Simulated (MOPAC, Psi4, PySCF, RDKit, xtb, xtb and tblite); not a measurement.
Two geometries of SMILES CO[SiH2][SiH2]O (CH8O2Si2), relaxed at GFN2-xTB with one dihedral held; other torsions can differ between them too.

Structure A

```
13

C     -2.5193     0.1616     0.9107
O     -1.1265     0.1614     0.9241
Si    -0.1208    -0.3282    -0.2549
Si     1.9474     0.1613     0.5703
O      2.2970    -1.0523     1.5998
H     -2.9069    -0.8569     0.8318
H     -2.8704     0.6083     1.8417
H     -2.8988     0.7421     0.0663
H     -0.4091    -1.7330    -0.5998
H     -0.4360     0.3957    -1.5020
H      2.1481     1.4396     1.2706
H      2.9542     0.1644    -0.5035
H      3.1434    -1.1285     2.0328
```

Structure B

```
13

C     -2.4771     0.1656     0.9329
O     -1.0880     0.2320     0.8935
Si    -0.1189    -0.3162    -0.2945
Si     1.9155     0.2458     0.5597
O      2.8672    -0.3118    -0.6443
H     -2.8164    -0.8718     0.8853
H     -2.8173     0.6130     1.8675
H     -2.9141     0.7101     0.0926
H     -0.3868    -1.7505    -0.5282
H     -0.5125     0.3006    -1.5783
H      2.3404    -0.3873     1.8210
H      2.2134     1.6743     0.7660
H      3.8173    -0.2381    -0.6117
```

Question: Which is lower in energy at the level DF-MP2 (frozen core)/cc-pVTZ // GFN2-xTB run with Psi4, and by how much?

Answer: A is lower, by 3.90 kJ/mol (dihedral O2–Si3–Si4–O5: 80° in A, 180° in B).

E(B) − E(A) in kJ/mol at the other levels, on the same two geometries: GFN2-xTB (xtb and tblite) -11.66; MMFF94 // GFN2-xTB (RDKit) 12.55; PBE/def2-TZVP // GFN2-xTB (Psi4) 3.52; PBE-D3(BJ)/def2-TZVP // GFN2-xTB (Psi4) 3.42; M06-2X/def2-TZVP // GFN2-xTB (Psi4) 3.86; HF/cc-pVTZ // GFN2-xTB (Psi4) 6.20; UFF // GFN2-xTB (RDKit) 7.07; AM1, restricted, heats of formation // GFN2-xTB (MOPAC) 2.53; PM6, restricted, heats of formation // GFN2-xTB (MOPAC) 6.97; GFN1-xTB // GFN2-xTB (xtb) 1.35; restricted B3LYP/6-31G*, spherical d, density fitting // GFN2-xTB (PySCF) 3.31; restricted MP2 (frozen core)/3-21G // GFN2-xTB (PySCF) 3.57; restricted BP86/6-31G*, spherical d, density fitting // GFN2-xTB (PySCF) 2.91; restricted B3LYP/3-21G // GFN2-xTB (PySCF) 3.50.
